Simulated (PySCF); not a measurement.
## Frontier orbitals and the lowest excitations

Compound: C4H10N3P.
Structure used (GFN2-xTB), in Å, numbered top down from 1:
```xyz
18
C4H10N3P angstrom
C     -2.315   -0.833   -0.834
N     -1.168   -0.259   -0.175
C     -0.788   -0.733    1.087
C      0.506   -0.546    1.340
N      1.183    0.074    0.287
C      2.610   -0.079    0.159
P      0.163    0.419   -1.047
N     -0.017    2.093   -0.763
H     -3.228   -0.576   -0.289
H     -2.382   -0.420   -1.840
H     -2.252   -1.924   -0.908
H     -1.535   -1.142    1.741
H      1.039   -0.773    2.245
H      2.916   -1.130    0.106
H      3.114    0.386    1.011
H      2.932    0.426   -0.751
H     -0.394    2.373    0.136
H     -0.393    2.651   -1.515
```

Computed with TDDFT B3LYP/def2-SVPD, vertical, gas phase, core orbitals frozen in the response (PySCF).

Kohn–Sham orbitals with the atoms that hold most of them (Löwdin shares over 4%, at most four atoms; ? is withheld):

```tsv
orbital	ε (eV)	atoms
LUMO+2	0.81	C4 25%, C3 23%, N2 8%, N5 8%
LUMO+1	0.60	C6 16%, C4 10%, C3 9%, C1 8%
LUMO	0.44	?
HOMO	?	?
HOMO-1	-6.80	N8 30%, N2 20%, N5 18%, C3 5%
HOMO-2	-7.34	P7 52%, C3 9%, N8 8%, C4 8%
HOMO-3	-7.62	N8 37%, N2 15%, N5 12%, P7 8%
```

Which atoms hold the LUMO, and with what shares?

P7 (bonded to 3 N) 30%; C1 (bonded to N and 3 H) 15%; H10 (bonded to C) 11%; N8 (bonded to P and 2 H) 9%.

Give the leading atoms of the HOMO.

N5 (bonded to 2 C and P) 18%; N2 (bonded to 2 C and P) 18%; C3 (bonded to C, N and H) 17%; C4 (bonded to C, N and H) 17%. By element: nitrogen 37% or more, carbon 34% or more.

What is the HOMO energy, and the HOMO–LUMO gap?

ε(HOMO) = -4.63 eV; the gap is 5.06 eV (0.1861 hartree).

The HOMO–LUMO gap is 5.06 eV. Where does the response calculation put the lowest singlet, and from which orbitals?

S1 is at 4.15 eV (f = 0.015), 0.92 eV below the gap, made of HOMO→LUMO (90%). Without the coupling terms of the response equations the lowest excitation would equal the gap.

Give energy, strength and leading configuration of S1 and S2, and follow the Löwdin shares of the leading atoms from the occupied to the empty orbital.

- S1 (4.15 eV, f 0.015), HOMO→LUMO (90%): N5 18% → at most 9%, N2 18% → at most 9%, P7 at most 17% → 30%, C1 at most 17% → 15%
- S2 (4.38 eV, f 0.019), HOMO→LUMO+1 (93%): N5 18% → at most 8%, N2 18% → at most 8%, C6 at most 17% → 16%, C4 17% → 10%

The run took about 2.6 min of CPU time (grids of density and orbitals included) (one thread, shared machine).

One conformer stands for the species.
